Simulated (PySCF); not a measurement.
SMILES O(B(OC)OCC)C (C4H11BO3), GFN2-xTB optimised geometry.

```
19

B     -0.30    -0.03     0.00
O     -0.90    -1.26    -0.03
C     -2.26    -1.57    -0.15
H     -2.67    -1.21    -1.10
H     -2.33    -2.66    -0.13
H     -2.85    -1.17     0.67
O      1.07    -0.03     0.00
C      1.81    -1.23    -0.07
H      1.56    -1.79    -0.97
H      2.86    -0.95    -0.08
H      1.60    -1.86     0.80
O     -0.82     1.23     0.00
C     -2.15     1.64     0.23
C     -2.50     1.63     1.71
H     -2.21     2.66    -0.16
H     -2.86     1.02    -0.33
H     -1.81     2.28     2.25
H     -3.51     1.99     1.86
H     -2.41     0.63     2.12
```

Density from B3LYP/def2-SVP run with PySCF at that geometry.

Minimum of the electron density along straight lines between bonded atoms, close to the bond critical point (lines longer than 1.1 times the sum of covalent radii, or with two minima, are not listed):

```csv
bond,length / Å,ρ at the minimum / e bohr⁻³,∇²ρ there / e bohr⁻⁵,position (fraction from the first atom)
B1–O2,1.370,0.194,1.04,0.33
O2–C3,1.405,0.255,-0.36,0.66
C3–H4,1.094,0.281,-1.06,0.63
C3–H5,1.092,0.284,-1.09,0.64
C3–H6,1.094,0.281,-1.06,0.63
B1–O7,1.364,0.203,1.02,0.33
O7–C8,1.410,0.255,?,0.66
C8–H9,1.093,0.282,-1.07,0.63
C8–H10,1.090,0.284,-1.10,0.64
C8–H11,1.093,0.282,-1.07,0.63
B1–O12,1.358,0.201,1.06,0.33
O12–C13,1.410,0.252,-0.36,0.66
C13–C14,1.527,0.249,?,0.51
C13–H15,1.096,0.284,-1.08,0.63
C13–H16,1.096,0.282,-1.05,0.63
C14–H17,1.087,0.279,-1.04,0.63
C14–H18,1.087,0.277,-1.01,0.62
C14–H19,1.088,0.277,-1.01,0.62
```

Question: Some entries are withheld; supply them.

Answer: 
- O7–C8, ∇²ρ there / e bohr⁻⁵: -0.40
- C13–C14, ∇²ρ there / e bohr⁻⁵: -0.59
